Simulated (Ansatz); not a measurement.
`C[SiH2]N[SiH](O)O` at its PBE0-D4/def2-TZVP geometry, where that method's forces vanish. Charge 0, multiplicity 1.

```tsv
atom	x (Å)	y (Å)	z (Å)
C1	1.373	1.923	1.165
Si2	1.230	0.731	-0.263
N3	0.182	-0.598	0.105
Si4	-1.207	-1.150	-0.718
O5	-2.541	-1.282	0.239
O6	-0.959	-2.676	-1.255
H7	1.767	1.425	2.055
H8	2.053	2.742	0.914
H9	0.401	2.351	1.419
H10	0.653	1.410	-1.452
H11	2.597	0.243	-0.603
H12	0.499	-1.208	0.849
H13	-1.452	-0.190	-1.819
H14	-2.862	-0.484	0.659
H15	-1.734	-3.238	-1.297
```

Question: For each bond, give half the difference of the two atoms' forces along it (eV/Å; positive pushes the atoms apart) under PBE-D4, r2SCAN-D4, B3LYP-D4, ωB97M-V in def2-TZVPP. (Estimate.)

Answer: The calculation gave: 
| bond | length (Å) | PBE-D4 | r2SCAN-D4 | B3LYP-D4 | ωB97M-V |
| --- | --- | --- | --- | --- | --- |
| C1–Si2 | 1.866 | -0.04 | 0.00 | 0.10 | 0.04 |
| C1–H7 | 1.093 | 0.11 | 0.00 | -0.04 | -0.04 |
| C1–H8 | 1.093 | 0.11 | -0.02 | -0.04 | -0.05 |
| C1–H9 | 1.093 | 0.11 | 0.00 | -0.04 | -0.04 |
| Si2–N3 | 1.732 | 0.07 | 0.01 | 0.08 | 0.09 |
| Si2–H10 | 1.486 | 0.05 | -0.03 | -0.11 | -0.13 |
| Si2–H11 | 1.491 | 0.04 | -0.02 | -0.12 | -0.14 |
| N3–Si4 | 1.706 | 0.01 | 0.01 | 0.03 | 0.03 |
| N3–H12 | 1.013 | 0.19 | 0.04 | -0.03 | -0.03 |
| Si4–O5 | 1.647 | 0.23 | 0.03 | 0.12 | 0.11 |
| Si4–O6 | 1.637 | 0.29 | 0.04 | 0.12 | 0.12 |
| Si4–H13 | 1.481 | -0.08 | -0.06 | -0.16 | -0.21 |
| O5–H14 | 0.958 | 0.33 | 0.02 | -0.02 | -0.06 |
| O6–H15 | 0.959 | 0.33 | 0.01 | -0.02 | -0.06 |

B3LYP here is the variant with VWN-RPA as its local correlation; programs differ in this.

All numbers were calculated with Ansatz.
